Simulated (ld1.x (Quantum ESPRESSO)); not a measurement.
Results of a calculation; reference values are marked as such.
# Hardness and transferability of assorted potentials

Generated with ld1.x 7.5 (TM, RRKJ, ultrasoft, PAW), atompaw 4.2 or ONCVPSP 4.0.1. The cutoff is in Ry: for ld1.x and atompaw files where the sum of valence levels is converged to 10 mRy in a Bessel basis, for ONCV files where the hardest occupied wave has 1 mHa per electron of residual kinetic energy. The error is the largest all-electron minus pseudo excitation energy over each file’s own four to seven test configurations (ionisations up to +4, promotions, holes and added fractions of an electron), all of which were solved. The labels leave out finer settings (local radius, basis sizes, second energies), which also bear on the numbers. Spin-polarised tests are not counted. The rows are a selection from randomly drawn settings: files with unsolved tests, undetermined cutoffs or missed reference levels are left out.

A true bound ghost makes a file unfit for plane-wave use even where its test errors are small: the radial tests pick states by their node count and pass the ghost by.

```csv
element,potential,cutoff (Ry),largest error (meV),bound ghosts
F,"RRKJ, LDA (PZ), scalar-relativistic, rc 0.65/1.30/1.30 (spd), local s, core correction no, reference 2s2 2p5",110,+722,none
Se,"TM, PBE, fully relativistic, rc 1.10/1.45 (sp), local smoothed, core correction no, reference 4s2 4p4",80,+269,none
Nb,"TM, PBE, scalar-relativistic, rc 2.85/3.50/2.30 (spd), local s, core correction no, reference 4d4 5s1 5p0",30,+125,none
Sb,"TM semilocal, PBE, scalar-relativistic, rc 2.40/3.18/3.12 (spd), local d, core correction yes, reference 5s1.5 5p3.5",12,-619,none
Pt,"TM, PW91, scalar-relativistic, rc 2.20/1.25/2.05 (spd), local smoothed, core correction yes, reference 5p6 5d9 6s1 6p0",120,-144,s
Pb,"ultrasoft, PBE, scalar-relativistic, rc 2.00/2.15/2.20 (spd), local smoothed, core correction yes, reference 5d10 6s2 6p1.5",25,-33,none
```

(1) Fill in the row for W: TM, LDA (PZ), scalar-relativistic, rc 2.75/2.15/2.15 (spd), local s, core correction yes, reference 5p6 5d4 6s2 6p0.

(2) Fill in the row for Zr: TM, PBE, non-relativistic, rc 3.30/1.35/2.20 (spd), local s, core correction yes, reference 4p6 4d2 5s1 5p0.

Results:

(1) cutoff 30 Ry, largest error -509 meV, bound ghosts: none.

(2) cutoff 55 Ry, largest error -491 meV, bound ghosts: none.
